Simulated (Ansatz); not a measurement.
Consider the cleavage of the B–Ge bond: `[SiH3][GeH2][B](Cl)Cl` + HI → `ClB(Cl)I` + `[SiH3][GeH3]`.

Gas-phase electronic energies from Ansatz, PBE0-D4/def2-TZVP geometries. CCSD(T)/CBS adds triple-zeta CCSD(T) − MP2 to the extrapolated MP2 energy (def2 sets, frozen cores). Functionals use def2-TZVPP. B3LYP here is the variant with VWN-RPA as its local correlation; programs differ in this. Elements past krypton have def2 core potentials. For Ge, I outer-core shells are correlated without core-valence functions, which leaves a few kJ/mol of doubt a bond. Scalar relativity is left out up to krypton. One conformer a species, not always the lowest.

```tsv
level	ΔE (kJ/mol)	difference from CCSD(T)/CBS
PBE-D4	-50.0	0.0
r2SCAN-D4	-52.1	-2.1
PBE0-D4	-50.2	-0.2
ωB97M-V	-50.3	-0.3
PBE	-51.5	-1.5
PBE0	-52.0	-2.0
B3LYP	-51.4	-1.4
HF/def2-QZVPP	-54.5	-4.5
HF/CBS(def2)	-54.7	-4.7
CCSD/CBS(def2)	-49.2	0.8
CCSD(T)/CBS	-50.0	0
```

Largest T1 diagnostic among the species: 0.013.
